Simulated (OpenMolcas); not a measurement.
**Cr4+, Mo4+, W4+: d2 down the group**

```
Program             : OpenMolcas
Method              : SS-CASPT2, IPEA 0.25 Eh, imaginary shift 0.1 Eh
Basis               : ANO-R2
Scalar Hamiltonian  : X2C, finite nucleus
Spin-orbit coupling : state interaction with AMFI integrals over the reference wave functions, term energies averaged over their components
```

Active space for each ion: 2 electrons in 5 orbitals (d); closed shells correlated by CASPT2: Cr4+ 3s 3p; Mo4+ 4s 4p; W4+ 5s 5p.

Computed levels in cm-1 above 3F2:

```csv
Level,Cr4+,Mo4+,W4+
3F3,515,1570,6850
3F4,1171,3340,12430
1D2,13500,9900,14160
3P0,16280,11620,13360
3P1,16470,12270,17340
3P2,16860,13700,23920
1G4,23130,16770,23510
1S0,52680,37740,44290
weight of 3F in the lowest level (%),100,98,88
```

Mixed levels, with the weight of the term that names them: W4+ 1D2 (58 %), W4+ 3P2 (68 %).

Measured, with the error of the calculation in %. Measured levels: Cr4+ from Sugar and Corliss, J. Phys. Chem. Ref. Data 6, 317 (1977); Mo4+ from Sugar and Musgrove, J. Phys. Chem. Ref. Data 17, 155 (1988); W4+ from the list in J. Phys. B 45, 065001 (2012).

```json
{"Level": "3F3", "Cr4+": "508 (+1.3)", "Mo4+": "1578 (-0.5)", "W4+": ""}
{"Level": "3F4", "Cr4+": "1142 (+2.6)", "Mo4+": "3357 (-0.5)", "W4+": "11519 (+7.9)"}
{"Level": "1D2", "Cr4+": "13188 (+2.4)", "Mo4+": "10190 (-2.9)", "W4+": "13742 (+3.1)"}
{"Level": "3P0", "Cr4+": "15492 (+5.1)", "Mo4+": "11161 (+4.1)", "W4+": "12839 (+4.1)"}
{"Level": "3P1", "Cr4+": "15677 (+5.0)", "Mo4+": "11807 (+3.9)", "W4+": "16331 (+6.2)"}
{"Level": "3P2", "Cr4+": "16041 (+5.1)", "Mo4+": "13408 (+2.2)", "W4+": "22615 (+5.8)"}
{"Level": "1G4", "Cr4+": "22019 (+5.0)", "Mo4+": "16354 (+2.5)", "W4+": "22346 (+5.2)"}
{"Level": "1S0", "Cr4+": "51146 (+3.0)", "Mo4+": "37738 (0)", "W4+": "43110 (+2.7)"}
```

The fine-structure level 3F4 changes by a factor of 10.6 from Cr4+ to W4+.

Without spin-orbit coupling 1D lies 12870, 8190, 7050 cm-1 above 3F in that order; the difference to the level 1D2, of either sign, comes from spin-orbit coupling, which also lowers the zero.

CASPT2 does not keep the components of a term degenerate, so their means are used; among the terms shown or strongly mixed into the levels shown the widest spread is 710 cm-1 (3d2 1G, Cr4+). Computed and measured levels are paired by configuration, term and J; levels that our copy of the source lacks, or whose pairing is in doubt (as where it misses far off the trend of its configuration), stay unpaired and out of the deviations. Only configurations of the active space appear.
